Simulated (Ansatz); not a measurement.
`CB(F)O[SiH3]` + `CPC` → `CP(C)C` + `FBO[SiH3]` at 298.15 K and 1 bar (substitution at a C–B bond).

Program: Ansatz. Geometries: PBE0-D4/def2-TZVP. ΔE: electronic, gas phase. CCSD(T)/CBS is the MP2 limit (def2-TZVPP, def2-QZVPP) plus CCSD(T) − MP2 in def2-TZVPP, frozen cores. Each species was taken in one conformer, which may not be the lowest.

```csv
species,CCSD(T)/CBS energy (Eh),H − E (kJ/mol),S (J/(mol·K))
`CB(F)O[SiH3]`,-530.66692,215.7,363.9
`CPC`,-421.25490,236.0,292.7
`CP(C)C`,-460.52592,315.3,315.5
`FBO[SiH3]`,-491.38634,137.4,316.8
```

H − E and S are ideal-gas, rigid-rotor, harmonic terms from PBE0-D4/def2-TZVP, for one conformer and one mirror image of each species. 1 Eh = 2625.50 kJ/mol, R = 8.31446 J/(mol·K).

Task: By hand: ΔE, ΔH, ΔS and ΔG.

Result: ΔE = (-460.52592) + (-491.38634) − (-530.66692) − (-421.25490) = 0.00956 Eh = 25.1 kJ/mol. Δ(H − E) = 315.3 + 137.4 − 215.7 − 236.0 = 1.0, so ΔH = 26.1 kJ/mol. ΔS = 315.5 + 316.8 − 363.9 − 292.7 = -24.3 J/(mol·K). ΔG = 26.1 − 298.15 × (-24.3)/1000 = 33.3 kJ/mol.

Task: By hand: the equilibrium constant, and the temperature at which ΔG would vanish if ΔH and ΔS stayed fixed.

Result: log₁₀ K = −ΔG/(RT ln 10) = -5.8. ΔH and −TΔS have one sign here, so there is no such temperature.

ΔH outweighs TΔS. A doubt of 5 kJ/mol in ΔE shifts log₁₀ K by 0.9 here. Other conformers and mirror images would add mixing entropy, several J/(mol·K) or more a flexible species. Modes under 60 cm⁻¹, often nearly free rotors, make the harmonic entropy too high. These are equilibria of isolated gas molecules and say nothing of rates. Largest T1 diagnostic: 0.013 (customary marks: 0.02 for closed shells, 0.045 for open ones).
